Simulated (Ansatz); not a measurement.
Hg2O3⁻. Total charge -1; doublet. Geometry PBE0-D4/def2-SVPD, basis def2-TZVPD, Ansatz.

```xyz
5

Hg    1.401    1.015    0.095
Hg   -1.429   -0.963    0.192
O    -0.104    0.203    1.098
O     2.888    1.845   -0.789
O    -2.757   -2.101   -0.595
```

```tsv
run	HOMO (eV)	LUMO (eV)
A	-0.97	-0.64
B	-1.25	-0.38
C	-1.07	-0.79
D	-1.23	-0.92
E	-3.37	1.36
```

In the def2 sets Hg takes a core potential; there is no spin–orbit coupling. HSE06 is defined as in plane-wave codes, on full-range PBE exchange. Another isomer (doublet) lies 0.55 eV lower at PBE0-D4/def2-TZVPD; other spin states weren't run for this one.

HOMO and LUMO are taken over both spins.

Task: The runs used HSE06, PBE, PBE0, r2SCAN, ωB97X-V. Estimate which is which.

Result: A HSE06 (range-separated); B PBE0 (25 % exact exchange); C r2SCAN (0 % exact exchange); D PBE (0 % exact exchange); E ωB97X-V (range-separated). Exact exchange lowers occupied and raises empty levels; among semilocal functionals meta-GGAs tend to open the gap a little, and such runs are hard to tell apart. The gap grows from 0.28 eV (r2SCAN) to 4.74 eV (ωB97X-V).
